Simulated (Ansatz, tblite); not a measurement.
Cost and result up the ladder for Ge(OEt)H3 (C₂H₈GeO) (12 atoms). Charge 0, multiplicity 1. Geometry: r2SCAN-D4/def2-SVP.

```xyz
12

Ge    1.703   -1.117    0.655
O     0.275   -0.632   -0.302
C    -0.434    0.534    0.078
C    -1.578    0.741   -0.891
H    -0.827    0.438    1.113
H     0.233    1.423    0.072
H    -2.158    1.640   -0.630
H    -1.193    0.856   -1.916
H    -2.252   -0.129   -0.876
H     2.206   -2.391   -0.024
H     1.275   -1.373    2.113
H     2.751    0.011    0.608
```

Ansatz on 4 threads of Intel Xeon on a shared host; xTB runs through tblite on one thread. Times are rough, summed over both states, and most runs start from the orbitals of an earlier one. PBE0-D4/def2-TZVP serves as the yardstick here, not as an exact answer. The other state is a triplet.

The xTB rows come from tblite.

xTB has no spin-polarisation term.

| level | functions | vertical triplet (eV) | difference from PBE0-D4/def2-TZVP (eV) |
| --- | --- | --- | --- |
| PBE0-D4/def2-TZVP (with forces) | 189 | 6.17 | 0.00 |
| GFN1-xTB | 37 | 6.91 | 0.75 |
| r2SCAN-D4/def2-TZVP | 189 | 6.01 | -0.16 |
| GFN2-xTB | 29 | 8.15 | 1.98 |
| PBE-D4/def2-TZVP | 189 | 5.81 | -0.35 |

(1) Estimate how long each takes.

Answers

(1) GFN2-xTB 0.024 s; GFN1-xTB 0.048 s; PBE-D4/def2-TZVP 11 s; r2SCAN-D4/def2-TZVP 19 s; PBE0-D4/def2-TZVP (with forces) 20 s. On shared hardware such times vary by a factor of up to 3.
